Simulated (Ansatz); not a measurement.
```yaml
crystal:
  periodic: [false, false, false]
  atoms:
    - {symbol: O, position_ang: [-0.617917, 1.523757, -0.432170]}
    - {symbol: B, position_ang: [0.085071, 0.744029, 0.400478]}
    - {symbol: C, position_ang: [0.289699, -0.796218, 0.137604]}
    - {symbol: Cl, position_ang: [-0.511388, -1.351313, -1.364810]}
    - {symbol: H, position_ang: [-0.961851, 1.015136, -1.181783]}
    - {symbol: H, position_ang: [0.569518, 1.246542, 1.374162]}
    - {symbol: H, position_ang: [-0.111002, -1.394114, 0.959432]}
    - {symbol: H, position_ang: [1.349970, -1.044920, 0.051387]}
basis:
  gaussian: {orbitals: ANO-RCC-VTZP, nuclear_model: gaussian}
hamiltonian: {xc: {name: M06-2X}, dispersion: d3bjatm, pseudopotentials: {relativity: none}}
```

```sh
$ ansatz run in.yaml --threads 2 --pin off --events-out ev --progress --plain --max-ram 4352MiB
```

Task: How does Ansatz answer? (Best estimate.)

Result: The calculation gave: The input was rejected before any iteration.
```
Error: YAML parse error: error: line 14 column 19: hamiltonian.xc: no functional is named "M06-2X"; the names, which are not case-sensitive, are SVWN5, SPW92, PBE, PBE0, PBEsol, revPBE, revPBE0, RPBE, rPW86-PBE, HSE06, wPBEh, LC-wPBE, HISS, HF, BLYP, B3LYP, B3LYP5, BHLYP, CAM-B3LYP, r2SCAN, r2SCANh, r2SCAN0, r2SCAN50, m-r2SCAN, B97, wB97, wB97X, wB97X-V, B97M-V, wB97M-V, B2PLYP, B2GP-PLYP, PBE0-DH, PBE-QIDH
12 | basis:
13 |   gaussian: {orbitals: ANO-RCC-VTZP, nuclear_model: gaussian}
14 | hamiltonian: {xc: {name: M06-2X}, dispersion: d3bjatm, pseudopotentials: {relativit…
```

HSE06 is defined as in plane-wave codes.
